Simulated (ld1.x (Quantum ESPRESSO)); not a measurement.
Reading a pseudo-wave (N (Z = 7))

Columns: radius, all-electron u(r) and pseudo u(r) of the 2p shell (level -13.59 eV) of nitrogen in the configuration [He] 2s2 2p2.5; LDA (PZ), non-relativistic, PAW scheme, ld1.x (Quantum ESPRESSO) 7.5.

```
r (bohr)  all-electron  pseudo
   0.075        0.0473  0.0121
   0.150        0.1492  0.0474
   0.225        0.2682  0.1036
   0.300        0.3852  0.1767
   0.375        0.4909  0.2620
   0.450        0.5812  0.3537
   0.525        0.6551  0.4464
   0.600        0.7130  0.5346
   0.675        0.7561  0.6137
   0.750        0.7858  0.6801
   0.825        0.8041  0.7318
   0.900        0.8125  0.7677
   0.975        0.8126  0.7883
   1.050        0.8061  0.7952
   1.125        0.7941  0.7907
   1.200        0.7778  0.7776
   1.275        0.7581  0.7586
   1.350        0.7358  0.7360
   1.425        0.7116  0.7117
   1.500        0.6862  0.6862
   1.575        0.6598  0.6598
   1.650        0.6330  0.6330
   1.725        0.6059  0.6059
   1.800        0.5790  0.5790
   1.875        0.5523  0.5523
   1.950        0.5260  0.5260
```

(1) How many radial nodes do the two functions have?

(2) At about which radius was the pseudo-wave matched?

(3) Is the pseudo-wave norm-conserving?

Results:

(1) The all-electron 2p function has n − l − 1 = 0; the pseudo-wave has 0.

(2) 1.45 bohr. The columns agree to 0.0005 from 1.35 bohr on; several derivatives are matched, so the curves merge somewhat inside the radius.

(3) No, it belongs to a PAW set: the norm inside the radius is not constrained, and the difference is carried by the augmentation charge.
